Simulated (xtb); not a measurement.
Si(OSiH3)3(Cl) (ClH9O3Si4), SMILES [SiH3]O[Si](Cl)(O[SiH3])O[SiH3]. All values are semi-empirical tight-binding results from xtb (GFN2-xTB unless named), good for trends rather than for accurate numbers. Coordinates come from a GFN2-xTB optimisation. One conformer was computed; it need not be the lowest.

Optimised geometry:

```xyz
17

Si    -0.0541     2.7104    -0.4656
O      0.0619     1.1205    -0.7904
Si     0.0377    -0.3551    -0.1519
Cl     0.3144    -1.6194    -1.6487
O     -1.3481    -0.6384     0.6014
Si    -2.9710    -0.5623     0.5127
O      1.1706    -0.5226     0.9695
Si     2.7415    -0.2996     1.3320
H     -1.3636     2.9694     0.1326
H      0.1002     3.2854    -1.7975
H      1.0221     3.0766     0.4550
H     -3.3528     0.7254    -0.0683
H     -3.4081    -1.6693    -0.3350
H     -3.3543    -0.6973     1.9138
H      2.7310    -0.4180     2.7857
H      3.1522     1.0243     0.8632
H      3.4944    -1.3515     0.6522
```
Charge 0, spin multiplicity 1.

The geometry has at least one imaginary mode, so it is a saddle point at that level.

Computed properties:
```
Item                                             Result
----------------------------------------  -------------
point group as xtb finds it                          Cs
orbital gap                                     6.08 eV
dipole moment                                    2.93 D
static polarisability (D4 model)            141.7 bohr³
solvation energy, GFN2-xTB/ALPB(water)     1.9 kcal/mol
solvation energy, GFN2-xTB/ALPB(benzene)  -4.5 kcal/mol
```

Computed atomic charges and the Wiberg bond orders between heavy atoms:
charges (e) Si1 0.54, O2 -0.47, Si3 0.72, Cl4 -0.21, O5 -0.46, Si6 0.53, O7 -0.46, Si8 0.53, H9 -0.09, H10 -0.07, H11 -0.09, H12 -0.09, H13 -0.08, H14 -0.07, H15 -0.07, H16 -0.09, H17 -0.08. Bond orders Si1–O2 1.01, O2–Si3 1.09, Si3–Cl4 1.07, Si3–O5 1.10, O5–Si6 1.01, Si3–O7 1.10, O7–Si8 1.00.
